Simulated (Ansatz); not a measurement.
Reactions of BrFSi, SMILES `F[Si]Br`.

Gas-phase electronic energies from Ansatz, PBE0-D4/def2-TZVP geometries. CCSD(T)/CBS adds triple-zeta CCSD(T) − MP2 to the extrapolated MP2 energy (def2 sets, frozen cores). This one scheme is used for every species. DFT in def2-TZVPP. For Br outer-core shells are correlated without core-valence functions, which leaves a few kJ/mol of doubt a bond. Scalar relativity is left out up to krypton. One conformer a species, not always the lowest.

```
                                                   reaction  B2PLYP (kcal/mol)  CCSD(T)/CBS(def2) (kcal/mol)
      `F[Si]Br` + `FC[SiH](F)S` → `S[Si]Br` + `FC[SiH](F)F`               -5.2                          -5.5
    `F[Si]Br` + `[SiH3]O[Si]S` → `F[Si]S` + `[SiH3]O[Si]Br`               -2.2                          -2.5
                           `F[Si]Br` + H₂O → `O[Si]F` + HBr               -5.6                          -4.2
                `F[Si]Br` + `CB1CC1` → `C[Si]F` + `BrB1CC1`               18.5                          17.2
`F[Si]Br` + `[SiH3]N[SiH3]` → `[SiH3]N([SiH3])[Si]Br` + H–F               16.1                          11.5
                    `F[Si]Br` + `CNC` → `CN(C)[Si]Br` + H–F               12.5                           9.1
```

Largest T1 diagnostic: 0.015, for `F[Si]S`.
